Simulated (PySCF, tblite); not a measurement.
Species: C₅H₈N₂O₂ (charge +1 and doublet state).
Geometry (GFN2-xTB, Å), atoms numbered from 1 in this order:
```xyz
17
C5H8N2O2 angstrom
C      2.2855   -0.6782    1.1657
O      0.9314   -0.6705    0.7265
C      0.5387    0.3315   -0.0126
N      1.3032    1.3870   -0.3887
C      0.5299    2.1411   -1.0980
O     -0.7147    1.6715   -1.2377
C     -0.7571    0.5125   -0.5558
C     -1.9852   -0.2907   -0.5041
N     -1.9597   -1.3786    0.3911
H      2.5824    0.3096    1.5214
H      2.9451   -0.9624    0.3417
H      2.3410   -1.4186    1.9607
H      0.8032    3.0713   -1.5590
H     -2.2259   -0.6097   -1.5418
H     -2.8318    0.3769   -0.2531
H     -2.7219   -2.0351    0.3407
H     -1.0712   -1.7457    0.6930
```

Jobs on this species (17 atoms, 67 electrons) with PySCF (density fitting) and tblite. Hardware of each: an Arm Neoverse V1 with one thread, on a shared host. Times come from a shared host and carry two figures at best.

Question: Rank these jobs by wall time, shortest first.
A. GFN2-xTB; Hessian by finite differences
B. UKS B3LYP, pcH-1 on C H N O, non-relativistic, mean-field spin-orbit, GIAO; unrestricted SCF, g, hyperfine, density and orbital grids written; 305 basis functions
C. GFN2-xTB; L-BFGS relaxation

Answer: A (0.6 s), C (1.1 s), B (2.0 min).

All jobs:

```csv
level and settings,work,basis functions,SCF cycles,wall time
GFN2-xTB,Hessian by finite differences,–,–,0.6 s
GFN2-xTB,L-BFGS relaxation,–,–,1.1 s
"UKS B3LYP, pcH-1 on C H N O, non-relativistic, mean-field spin-orbit, GIAO","unrestricted SCF, g, hyperfine, density and orbital grids written",305,15,2.0 min
```

Q: What do all jobs in the table cost together?

A: About 2.0 min; the longest takes about 99 % of that, and about 200 times as long as the shortest.
